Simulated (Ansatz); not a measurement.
`[Li][Ag]` + `CNC` → `[Li][N](C)C` + `[AgH]` at 400 K and 1 bar (cleavage of the Li–Ag bond).

Program: Ansatz. Geometries: PBE0-D4/def2-TZVP. ΔE: electronic, gas phase. CCSD(T)/CBS is the MP2 limit (def2-TZVPP, def2-QZVPP) plus CCSD(T) − MP2 in def2-TZVPP, frozen cores. Elements past krypton have def2 core potentials. For Ag, Li outer-core shells are correlated without core-valence functions, which leaves a few kJ/mol of doubt a bond.

| species | CCSD(T)/CBS energy (Eh) | H − E (kJ/mol) | S (J/(mol·K)) |
| --- | --- | --- | --- |
| `[Li][Ag]` | -154.44244 | 15.5 | 242.4 |
| `CNC` | -135.00321 | 264.6 | 293.2 |
| `[Li][N](C)C` | -141.90308 | 237.0 | 318.9 |
| `[AgH]` | -147.49153 | 22.3 | 213.2 |

H − E and S are ideal-gas, rigid-rotor, harmonic terms from PBE0-D4/def2-TZVP. 1 Eh = 2625.50 kJ/mol, R = 8.31446 J/(mol·K).

Problem. By hand: ΔE, ΔH, ΔS and ΔG.

Solution. ΔE = (-141.90308) + (-147.49153) − (-154.44244) − (-135.00321) = 0.05104 Eh = 134.0 kJ/mol. Δ(H − E) = 237.0 + 22.3 − 15.5 − 264.6 = -20.8, so ΔH = 113.2 kJ/mol. ΔS = 318.9 + 213.2 − 242.4 − 293.2 = -3.5 J/(mol·K). ΔG = 113.2 − 400 × (-3.5)/1000 = 114.6 kJ/mol.

Problem. By hand: the equilibrium constant, and the temperature at which ΔG would vanish if ΔH and ΔS stayed fixed.

Solution. log₁₀ K = −ΔG/(RT ln 10) = -15.0. ΔH and −TΔS have one sign here, so there is no such temperature. One of them is within its doubt of zero, so this could turn.

The number of gas molecules stays the same, so ΔS is small and ΔH decides. A doubt of 5 kJ/mol in ΔE shifts log₁₀ K by 0.7 here. These are equilibria of isolated gas molecules and say nothing of rates. Largest T1 diagnostic: 0.028 (customary marks: 0.02 for closed shells, 0.045 for open ones).
